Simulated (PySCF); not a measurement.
Cobalt: a sound run and one with changed settings

Sound run: Co [Ar] 3d7 4s2, Co⁺ [Ar] 3d8. All numbers are calculated (PySCF 2.14, the spin-free X2C one-electron Hamiltonian (Gaussian nucleus), in jorge-DZP-DKH). The sound run starts from symmetry-adapted Hartree-Fock orbitals and uses a fine grid where one is needed.

Changed run: radial step 0.8 in ln r (0.13 in the sound run). This setting is unsound on purpose.

```tsv
species	method	sound run (hartree)	changed run (hartree)	converged
Co	UHF	-1391.67063	-1391.67063	yes
Co	BP86	-1393.27053	-1392.97943	yes
Co	MN15	-1393.96216	-1394.41444	yes
Co⁺	UHF	-1391.37073	-1391.37073	yes
Co⁺	BP86	-1392.97640	-1392.73389	yes
Co⁺	MN15	-1393.69971	-1394.14816	yes
```

Ionisation energy of Co:

| method | sound run (eV) | changed run (eV) |
| --- | --- | --- |
| UHF | 8.161 | 8.161 |
| BP86 | 8.004 | 6.682 |
| MN15 | 7.142 | 7.246 |

A coarse radial grid mis-integrates the density and the exchange-correlation energy, with errors of either sign; Hartree-Fock needs no grid.

For comparison, NIST gives 7.881 eV between the lowest levels.
